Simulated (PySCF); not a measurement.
# [C6H7ClO]+: g tensor and hyperfine couplings

Species: C6H7ClO (charge +1 and doublet state).
Cartesian coordinates in Å at the GFN2-xTB level; atoms count from 1:
```xyz
15
C6H7ClO angstrom
O     -0.4463    1.6461   -1.8987
C     -0.3105    1.0888   -0.8625
C     -1.3776    0.2843   -0.1489
C     -0.8918   -1.1228    0.1610
C      0.5227   -1.2377    0.5305
C      1.4126   -0.2138    0.3944
Cl     3.0747   -0.4829    0.6376
C      1.0041    1.1334   -0.0723
H     -2.2853    0.2622   -0.7534
H     -1.5889    0.8226    0.7786
H     -1.5151   -1.5648    0.9509
H     -1.0634   -1.7940   -0.6948
H      0.8711   -2.2101    0.8500
H      0.8006    1.7957    0.7783
H      1.7889    1.6011   -0.6727
```

The hyperfine couplings belong to this conformer and change with its torsions.

As a line formula: `O=C1CC[CH+][C](Cl)C1` [radical] (charge +1).

Computed, not measured: UKS B3LYP, pcH-1 on C Cl H O, non-relativistic, mean-field spin-orbit, GIAO (PySCF). One conformer (not necessarily the lowest) at the GFN2-xTB geometry, without solvent, vibrations or thermal averaging. Couplings are sensitive to structure, and on GFN2-xTB geometries they can be far from those on DFT ones, by a factor of two or more for some ions and for spin on atoms past the first row. Stability of the SCF solution: not tested.

```
g1, g2, g3                      : 2.00243, 2.00829, 2.01654
g_iso                           : 2.00909
Form of g                       : rhombic: the two nearest values differ by 42 % of g3 − g1
⟨S²⟩                            : 0.7544 (exact 0.7500)
α and β electrons               : 34, 33
HOMO–LUMO gap, α and β orbitals : 6.14, 1.59 eV
Total energy                    : -767.96027 Eh
```

Isotropic coupling and dipolar principal values T1 to T3, in G (MHz turned into gauss with g_iso; 10 G = 1 mT):

| atom | isotope | a_iso | of which spin–orbit | T1 | T2 | T3 | Mulliken spin population |
| --- | --- | --- | --- | --- | --- | --- | --- |
| O1 | 17O | -5.5 | 0.0 | -26.5 | 12.1 | 14.4 | 0.24 |
| C2 | 13C | -8.7 | 0.0 | -3.1 | 0.3 | 2.9 | -0.02 |
| C3 | 13C | 6.8 | 0.0 | -2.0 | -1.5 | 3.5 | 0.04 |
| C4 | 13C | -6.1 | 0.0 | -1.5 | -1.0 | 2.5 | -0.03 |
| C5 | 13C | 7.9 | -0.1 | -10.4 | -10.0 | 20.4 | 0.35 |
| C6 | 13C | -0.6 | 0.2 | -5.4 | -4.5 | 9.9 | 0.12 |
| Cl7 | 35Cl | 2.4 | 0.5 | -10.1 | -9.4 | 19.5 | 0.14 |
| C8 | 13C | 3.8 | 0.0 | -3.4 | -2.7 | 6.0 | 0.05 |
| H9 | 1H | -1.1 | 0.0 | -1.2 | -0.1 | 1.3 | 0.00 |
| H10 | 1H | 4.0 | 0.0 | -0.6 | -0.4 | 1.0 | 0.01 |
| H11 | 1H | 45.9 | 0.0 | -1.6 | -1.0 | 2.6 | 0.05 |
| H12 | 1H | 35.7 | 0.0 | -1.6 | -0.8 | 2.4 | 0.04 |
| H13 | 1H | -8.3 | 0.0 | -4.6 | -1.1 | 5.7 | -0.01 |
| H14 | 1H | 24.4 | 0.0 | -1.2 | -1.2 | 2.4 | 0.03 |
| H15 | 1H | -0.4 | 0.0 | -1.8 | -0.6 | 2.3 | 0.00 |

The largest Mulliken spin populations are on C5 (+0.35), O1 (+0.24), Cl7 (+0.14) and C6 (+0.12).

The SMILES `O=C1CC[CH+][C](Cl)C1` draws the unpaired electron on C6, whose computed spin population is only +0.12.

Axes: g3 points within 15° of the C6–Cl7 bond.

Under fast tumbling the dipolar parts average out, and these isotropic splittings remain: 2 × 1H (H11/H12, I = 1/2, 3 lines) with 4.08 mT, 2 × 1H (H14/H15, I = 1/2, 3 lines) with 1.20 mT, 1 × 1H (H13, I = 1/2, 2 lines) with 0.83 mT, 1 × 35Cl (Cl7, I = 3/2, 4 lines) with 0.24 mT and 2 × 1H (H9/H10, I = 1/2, 3 lines) with 0.15 mT.

Means are taken over nuclei equivalent by connectivity, which assumes that they swap fast. The 1H value of +33.8 MHz is a mean of couplings from -1.0 to 68.6 MHz in this one geometry, not an average over conformers. The 1H value of +114.7 MHz is a mean of couplings from 100.5 to 129.0 MHz in this one geometry, not an average over conformers.

Main isotope only: 35Cl (natural samples also hold 24 % 37Cl, magnetic too, which adds its own pattern).

The 13C coupling of C2 (-24.4 MHz) shows only in satellite lines or after enrichment, since that isotope makes up about 1.07 % of natural carbon.

The 17O coupling of O1 (-15.4 MHz) shows only in satellite lines or after enrichment, since that isotope makes up about 0.038 % of natural oxygen.

β density exceeds α density at some nuclei, such as C2 (-0.0217), C4 (-0.0152) and H13 (-0.0052), spin density in bohr⁻³. In a single determinant that takes different orbitals for the two spins, that is spin polarisation.
